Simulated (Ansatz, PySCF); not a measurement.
In(Cl)(Me)2 (C₂H₆ClIn), SMILES [CH3][In]([Cl])[CH3]. Atoms are numbered in the order given.

```xyz
10

In     0.2871     0.1972     0.0254
Cl    -1.7503    -1.0785     0.0049
C      0.0588     2.0288    -1.1104
H      1.0273     2.5159    -1.2895
H     -0.5945     2.7082    -0.5425
H     -0.4265     1.7911    -2.0677
C      1.8166    -0.8175     1.1776
H      2.7209    -0.2019     1.2804
H      2.0663    -1.7598     0.6676
H      1.4082    -1.0525     2.1711
```

Geometry optimised at B3LYP-D3(BJ)/def2-SVP. The structure was generated by enumeration; whether it is a known compound was not checked. The def2 effective core potentials stand for the cores of In; spin–orbit coupling is left out.

Two levels are set side by side: PBE-D3(BJ)/def2-SVP (Ansatz, an electronic-structure program) and B3LYP-D3(BJ)/def2-SVP (Ansatz). Each level has its own optimised geometry; the coordinates shown are those of the second. Frequencies come from the Hessian of PySCF at each geometry. Differences are taken from unrounded values.

```csv
quantity,B3LYP-D3(BJ)
mean bond length (Å),1.482
bond In1–Cl2 (Å),2.404
bond In1–C3 (Å),2.167
bond In1–C7 (Å),2.167
bond C3–H4 (Å),1.099
bond C3–H5 (Å),1.100
bond C3–H6 (Å),1.099
bond C7–H8 (Å),1.099
bond C7–H9 (Å),1.100
bond C7–H10 (Å),1.100
highest harmonic wavenumber (cm⁻¹),3161
mean harmonic wavenumber (cm⁻¹),1307
zero-point energy (kcal/mol),44.83
```

### Question
What does PBE-D3(BJ) give, and how far is it from B3LYP-D3(BJ)? (An estimate is asked for; the answer gives what the named calculation found.)

### Answer

```tsv
quantity	PBE-D3(BJ)	PBE-D3(BJ) minus B3LYP-D3(BJ)
mean bond length (Å)	1.487	0.005
bond In1–Cl2 (Å)	2.407	0.003
bond In1–C3 (Å)	2.167	-0.001
bond In1–C7 (Å)	2.167	0.000
bond C3–H4 (Å)	1.106	0.007
bond C3–H5 (Å)	1.107	0.007
bond C3–H6 (Å)	1.107	0.008
bond C7–H8 (Å)	1.106	0.007
bond C7–H9 (Å)	1.107	0.007
bond C7–H10 (Å)	1.107	0.008
highest harmonic wavenumber (cm⁻¹)	3113	-49
mean harmonic wavenumber (cm⁻¹)	1276	-30
zero-point energy (kcal/mol)	43.78	-1.05
```

Exact exchange shortens and stiffens bonds; PBE has none. Differences between two approximate levels are no errors against the true value.
